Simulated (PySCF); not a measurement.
# How methods differ on the ionisation energy of Eu+

Eu+ [Xe] 4f7 6s1 [4f5/2^6 4f7/2^1 6s1/2^1, M_J = 4] → Eu(2+) [Xe] 4f7 [4f5/2^6 4f7/2^1, M_J = 7/2], as a difference of total energies. Computed with PySCF 2.14 in x2c-TZVPall-2c (11s11p10d4f1g, 131 functions), with the two-component X2C-1e Hamiltonian. Correlated levels: [Ar] 3d10 frozen; the 18 highest virtual spinors dropped. "Screened" scales the spin-orbit matrix elements by Boettger's factors to mimic the two-electron term; Breit and QED terms are absent.

| method | ionisation energy (eV) |
| --- | --- |
| GHF (spin-free) | 10.454 |
| GHF (screened spin-orbit) | 10.456 |
| GMP2 (screened spin-orbit) | 11.251 |

How much does correlation contribute at GMP2 (screened spin-orbit)?

11.251 − (10.456) = 0.795 eV, measured against GHF (screened spin-orbit).

The labels give the starting determinants; with spin-orbit coupling the two ends relaxed to ⟨J²⟩ = 20.01, ⟨L²⟩ = 0.10, ⟨S²⟩ = 19.94 and ⟨J²⟩ = 15.76, ⟨L²⟩ = 0.10, ⟨S²⟩ = 15.70.

For comparison: 11.24 ± 0.006 eV (semi-empirical (NIST evaluation); NIST Atomic Spectra Database, ionization energies).
